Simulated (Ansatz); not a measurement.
Reactions of `[SiH3]C1B[SiH]1Br`.

Computed with Ansatz on PBE0-D4/def2-TZVP structures; ΔE is electronic, products minus reactants. CCSD(T)/CBS adds triple-zeta CCSD(T) − MP2 to the extrapolated MP2 energy (def2 sets, frozen cores). Functionals use def2-TZVPP. def2 core potentials past Kr. For Br, Cd, Ge outer-core shells are correlated without core-valence functions, which leaves a few kJ/mol of doubt a bond. Scalar relativity is left out up to krypton. One conformer a species, not always the lowest.

```tsv
reaction	B2PLYP (eV)	PBE0-D4 (eV)	MP2/CBS(def2) (eV)	CCSD(T)/CBS(def2) (eV)
`[SiH3][C@H]1B[Si@@H]1Br` + `F[SiH](F)S` → `F[SiH](F)S[SiH3]` + `Br[SiH]1BC1`	-0.44	-0.41	-0.42	-0.39
`[SiH3][C@H]1B[Si@@H]1Br` + `C[SiH](O)O` → `C[Si](O)(O)[SiH3]` + `Br[SiH]1BC1`	0.38	0.32	0.52	0.43
`[SiH3][C@H]1B[Si@@H]1Br` + `OC[SiH2]O` → `OC[SiH2]O[SiH3]` + `Br[SiH]1BC1`	-0.97	-0.78	-0.88	-0.88
`[SiH3][C@H]1B[Si@@H]1Br` + `F[CH2][AlH2]` → `F[CH2][AlH][SiH3]` + `Br[SiH]1BC1`	0.11	0.06	0.27	0.16
`[SiH3][C@H]1B[Si@@H]1Br` + `[OH][Cd][O][SiH3]` → `[SiH3][O][Cd][O][SiH3]` + `Br[SiH]1BC1`	-0.94	-0.75	-0.81	-0.83
`[SiH3][C@H]1B[Si@@H]1Br` + `[OH][GeH2][OH]` → `[OH][GeH]([OH])[SiH3]` + `Br[SiH]1BC1`	0.08	0.07	0.21	0.14
```

Largest T1 diagnostic: 0.016, for `[OH][Cd][O][SiH3]`.
